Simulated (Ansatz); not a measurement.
Geometry optimisation, RHF/def2-SVP in Ansatz 0.2.0.

The input (input.yaml):

```yaml
crystal:
  periodic: [false, false, false]
  atoms:
    - { symbol: Ge, position_ang: [-0.497371, 0.0, -0.457916] }
    - { symbol: H, position_ang: [0.168755, 0.0, 2.228886] }
    - { symbol: H, position_ang: [0.729212, 0.0, 0.434233] }
    - { symbol: H, position_ang: [-0.555301, 1.265662, -1.304223] }
    - { symbol: H, position_ang: [-0.5553, -1.265662, -1.304223] }
    - { symbol: Br, position_ang: [-2.451725, 0.0, 0.895152] }
    - { symbol: H, position_ang: [-0.35967, 0.0, 2.703091] }
basis:
  gaussian: { orbitals: def2-SVP }
hamiltonian:
  xc: hf
relax:
  f_tol: 0.03
  max_steps: 50
```

Launched with:

```bash
$ ansatz run input.yaml --threads 1 --pin off --max-ram 2048MiB --backend cpu --events-out ev --progress --plain --runs-dir out
```

Q: Where does it end, and by what steps?

A: The forces met the threshold. The force dipped under the threshold on the way, but the program's further checks kept it going. After 16 steps the energy has fallen by 0.393 eV; H2 moved furthest, 1.64 Å.

```csv
step,energy less start (eV),largest force component (eV/Å),accepted
0,0.0000,1.241,yes
1,-0.1964,0.328,yes
2,-0.2885,0.254,yes
3,-0.3433,0.127,yes
4,-0.3671,0.131,yes
5,-0.3787,0.072,yes
6,-0.3820,0.423,yes
7,-0.3857,0.114,yes
8,-0.3880,0.144,yes
9,-0.3890,0.133,yes
10,-0.3911,0.010,yes
11,-0.3913,0.074,yes
12,-0.3915,0.086,yes
13,-0.3920,0.091,yes
14,-0.3926,0.074,yes
15,-0.3928,0.046,yes
16,-0.3931,0.027,yes
```

```xyz
7
Properties=species:S:1:pos:R:3
Ge -0.619 0.000 -0.931
H 0.460 0.000 3.840
H 0.650 0.000 -0.081
H -0.725 1.263 -1.781
H -0.725 -1.263 -1.781
Br -2.425 0.000 0.540
H -0.137 0.000 3.390
```

Whether the end is a true minimum wasn't checked by a vibrational analysis.

Run time: 38 s on 1 thread of Arm Neoverse V2, on a shared host, peak memory 0.18 GiB.
